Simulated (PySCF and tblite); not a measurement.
Results of a calculation; reference values are marked as such.
System: methyl diselenide, C₂H₆Se₂, numbered as in [CH3:1][Se:2][Se:3][CH3:4].

For the rotation about the Se2–Se3 bond (torsion C1–Se2–Se3–C4 from 86° to 274°, rising): electronic barrier 6.15 kcal/mol, zero-point change -0.04 kcal/mol, thermal and entropy terms at 400 K a further 0.83 kcal/mol (symmetry numbers apart). The minimum is C2, the saddle C2h. Geometries: B3LYP-D3(BJ)/def2-SVP; energies: BP86/pcSseg-1 + D3(BJ); zero-point and thermal terms from GFN2-xTB harmonic modes (soft modes blended into free rotors). Rate constants are transition-state-theory values, counting equivalent paths, without tunnelling. Programs: tblite and PySCF.

Question: How many equivalent paths lead out of the minimum?

Answer: 1: the symmetry number of the minimum is 2, that of the saddle displaced along its mode 2.

Question: Work out the rate at 400 K.

Answer: ΔG‡ = 6.94 kcal/mol; k_B T/h = 8.3×10¹² s⁻¹; exp(−ΔG‡/RT) = 0.00016; times 1 gives k = 1.4×10⁹ s⁻¹. Wigner's tunnelling factor for the 37i cm⁻¹ mode would be 1.00.

Spin–orbit effects of heavy atoms on shieldings are missing.
